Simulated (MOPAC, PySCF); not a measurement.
C2H8Si2, SMILES `C(=[SiH]/C)/[SiH3]`, neutral singlet in the gas phase. 

Z-matrix (Å, degrees):
```
C
H 1 1.0871
Si 1 1.7044 2 116.06
H 3 1.4791 1 121.02 2 0.04
Si 1 1.8368 2 117.08 3 -179.99
H 5 1.4855 1 110.14 2 179.83
H 5 1.4869 6 107.71 1 -122.64
H 5 1.4869 6 107.59 7 -114.82
C 3 1.8616 4 113.42 1 -179.90
H 9 1.0894 3 110.73 4 -178.99
H 9 1.0924 10 108.73 3 -121.76
H 9 1.0924 10 108.67 11 -116.57
```
Charge 0, multiplicity 1.

All levels are single points at this geometry (B3LYP-D3(BJ)/def2-TZVP); Pople sets use spherical d functions. Orbital energies aren't observables, and empty levels follow the basis.

PM3 in MOPAC gives dipole (D) = 0.72.

Problem. Estimate the dipole (D) from each of these levels: B3LYP-D3(BJ)/def2-TZVP in PySCF; PBE-D3(BJ)/def2-TZVP in PySCF; B3LYP/3-21G in PySCF; B3LYP/6-311+G** in PySCF; B3LYP/LANL2DZ in PySCF; BP86/6-31G* in PySCF; PBE/6-31G* in PySCF; HF/3-21G in PySCF; HF/6-31G* in PySCF; AM1 in MOPAC; PM6 in MOPAC; PM7 in MOPAC.

Solution. 
```tsv
level	dipole (D)
B3LYP-D3(BJ)/def2-TZVP in PySCF	2.44
PBE-D3(BJ)/def2-TZVP in PySCF	2.32
B3LYP/3-21G in PySCF	1.83
B3LYP/6-311+G** in PySCF	2.37
B3LYP/LANL2DZ in PySCF	1.89
BP86/6-31G* in PySCF	2.08
PBE/6-31G* in PySCF	2.08
HF/3-21G in PySCF	2.29
HF/6-31G* in PySCF	2.61
AM1 in MOPAC	0.90
PM6 in MOPAC	4.03
PM7 in MOPAC	0.62
```
